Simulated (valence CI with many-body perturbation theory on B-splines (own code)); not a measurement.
Mg⁴⁺ in brief

Level of theory: configuration interaction combined with many-body perturbation theory (CI+MBPT): six valence electrons over a frozen Dirac-Fock core [He], radial functions for each j: 9 s, 9 p, 8 d, 6 f, 3 g, 1 h, with the one-electron correlation potential Σ1, the two-electron term Σ2, the three-electron term Σ3, Breit, model QED; selected CI, second order for the rest, scaled by the run's own slope (own B-spline code, finite nucleus).

Set against measurement, 18 paired levels are off by 220 cm⁻¹ on average, the worst by 554. These come from a selection out of NIST levels in Kelleher and Podobedova, J. Phys. Chem. Ref. Data 37, 267 (2008). Levels without a partner in it may be off by more. Among the levels kept, up to 1400 cm⁻¹ of a level comes from second order outside the variational space, and about a tenth of that is noise between levels of different J, which matters for small intervals.

Rates and lifetimes use the calculated energies. Strong lines usually hold to 10 to 20 %, long lifetimes can be off by a factor of two.

Q: What is the ground level?

A: 2s2 2p4 3P_2, composition 99 % 2s2 2p4 3P, g = 1.500.

Q: Among levels below 815670 cm⁻¹, which E1 lines absorb most strongly from the ground level?

A: to 2s 2p5 3P°_2 at 35.30 nm, f = 0.118; to 2s2 2p3 3s 3D°_3 at 13.75 nm, f = 0.0609; to 2s2 2p3 3s 3S°_1 at 14.62 nm, f = 0.0520.

Q: What is the ionisation energy?

A: 141.11 eV; NIST lists 141.33 ± 0.03 eV (semi-empirical).

Q: How well does LS coupling describe the low levels?

A: Among the lowest 20 levels the leading LS term, summed over configurations, holds 100 % on average. For single configurations the figures are 97 % in LS and 66 % in jj coupling. Terms hardly mix: every one of these levels is at least 95 % one term.

Q: Name the longest-lived excited levels whose lifetime is computed, and their main decay.

A: 2s2 2p4 3P_0 at 2519 cm⁻¹ lives 43.7 s, mostly by M1 to 2s2 2p4 3P_1; 2s2 2p4 3P_1 at 1768 cm⁻¹ lives 8.01 s, mostly by M1 to 2s2 2p4 3P_2; 2s2 2p4 1D_2 at 36096 cm⁻¹ lives 408 ms, mostly by M1 to 2s2 2p4 3P_2.
